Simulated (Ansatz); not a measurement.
Consider the redistribution: `[OH][SnH2][SeH]` + `O[SiH]([SiH3])N[SiH3]` → `[OH][SnH2][NH][SiH3]` + `O[SiH]([SiH3])[SeH]`.

Program: Ansatz. Geometries: PBE0-D4/def2-TZVP. ΔE: electronic, gas phase. CBS: MP2 limit from def2 TZ/QZ plus the TZ coupled-cluster correction, frozen cores. DFT in def2-TZVPP. def2 core potentials past Kr. For Se, Sn outer-core shells are correlated without core-valence functions, which leaves a few kJ/mol of doubt a bond. Scalar relativity is left out up to krypton. One conformer a species, not always the lowest.

```
         level  ΔE (kcal/mol)
           PBE           15.7
MP2/def2-QZVPP           15.5
```

(1) What does CCSD(T)/CBS give? (An estimate is asked.)

Largest T1 diagnostic among the species: 0.013.

Results:

(1) Computed: +16.0 kcal/mol. The listed levels differ from it by -0.3, -0.5 kcal/mol.

In def2-TZVPP, CCSD(T) changes the Hartree–Fock value by −2.7 kcal/mol (the triples alone add −0.4 kcal/mol) and MP2 by −2.9 kcal/mol. From PBE to PBE0 (25 % exact exchange), in def2-TZVPP and without D4, ΔE moves by +0.8 kcal/mol.
